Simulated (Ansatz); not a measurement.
Harmonic frequencies (cm⁻¹) at PBE0-D4/def2-TZVP from Ansatz: 103, 123, 152, 294, 492, 532, 554, 605, 667, 704, 856, 874, 1150, 1899, 1952, 2595, 2694, 3901.

Each molecule was computed in one conformer, which needn't be the lowest.

Q: Which molecule is it?
A. `[BH2][SnH2][OH]`
B. `O[SiH](F)[AlH2]`
C. `O=C=CF`
D. `F[SiH2][AlH2]`

A: A.
